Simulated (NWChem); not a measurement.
CHF, singlet; SMILES F[CH]

```xyz
3

C      0.1339     0.7036     0.0000
F      0.0160    -0.5856     0.0000
H     -0.9473     1.0488     0.0000
```
Atoms are numbered in this order, from 1.

Results from NWChem. Low-valent species are run as closed-shell singlets; no triplet was tried in these runs. The geometry was optimised at PBE0/def2-SVP. Ions are spin-unrestricted doublets at the neutral geometry; other ion states weren't tried.

**Question.** What does the run give for PBE/def2-SVP? Quantities: vertical ionisation energy, ΔSCF (eV); −ε(HOMO) (eV).

**Answer.** 
```
Property                               Value
-------------------------------------  -----
vertical ionisation energy, ΔSCF (eV)  10.11
−ε(HOMO) (eV)                           5.35
```
